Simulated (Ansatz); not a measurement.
# Isomers

Structures of LiAlSiH$_{4}$O, closed shell, relaxed at PBE0-D4/def2-TZVP (vibrations not checked; lower isomers may exist, and structures with a doubtful reference or unclear bonds are left out). Program: Ansatz 0.2.0. Basis: def2-TZVPP. Cores are frozen in the correlated methods. The outer core shell of Li, Na, Mg and K is correlated. B3LYP uses VWN-RPA correlation.

Problem. Rank them by CCSD(T) energy, lowest first, and give each one's height above the lowest. Links in brackets join atoms within 1.22 times the sum of their covalent radii (1.1 for two metals). (An estimate is asked for; the value comes from the calculation.)
A.
LiAlSiH₄O ([H]1[AlH2]2[O]3[Si]4[H][Li]1324)
```
8
angstrom
Li 0.2559 1.4439 -0.2399
Si -1.7256 0.8300 1.2968
O -0.6377 -0.0378 0.4936
Al 0.5942 -1.0815 -0.4010
H 1.3507 0.2934 -1.0254
H -1.1125 2.2505 0.7800
H -0.1518 -1.8946 -1.5492
H 1.5250 -1.8116 0.6651
```
B.
LiAlSiH₄O ([H]1[Li]234[H][Si]256[H][AlH]135[O]46)
```
8
angstrom
Li -2.2598 -0.2648 -0.2546
Si -1.1469 2.0105 0.0037
O -1.0653 0.7781 -1.2132
Al 0.2031 -0.1274 -0.3575
H 1.6864 -0.3453 -0.8351
H 0.1049 1.1912 0.8354
H -0.7212 -1.3317 0.2502
H -2.1750 1.1688 0.9091
```
C.
LiAlSiH₄O ([AlH2][O]1[Li][SiH2]1)
```
8
angstrom
Li -2.2152 0.9251 -0.3458
Si -0.0756 1.6555 0.2140
O -0.6922 -0.0053 -0.1427
Al 0.1741 -1.4733 -0.1681
H 1.1288 1.7271 -0.6991
H 0.6520 1.4295 1.5212
H -0.6848 -2.7509 -0.5518
H 1.7130 -1.5078 0.1724
```

Solution. Computed: B (0.00 kcal/mol), A (4.14 kcal/mol), C (11.03 kcal/mol). Heights count from the lowest.

Problem. Do PBE-D4, r2SCAN-D4, PBE0-D4, B3LYP-D4, wB97M-V, HF, MP2 give the same order? (Judge from chemistry; the calculation decides.)

Solution. Computed: Lowest first: HF A < B < C. The others agree with CCSD(T).

No T1 diagnostic of these runs exceeds 0.015. The restricted Hartree–Fock reference is unstable towards an unrestricted one at one or more of these structures.

For scale, one of the runs: CCSD(T)/def2-TZVPP, 190 basis functions (an equivalent command: `ansatz run in.yaml --threads 2`). Time: 39 s of wall clock on 2 CPU threads; the host was shared. Peak host memory: 1.9 GiB.
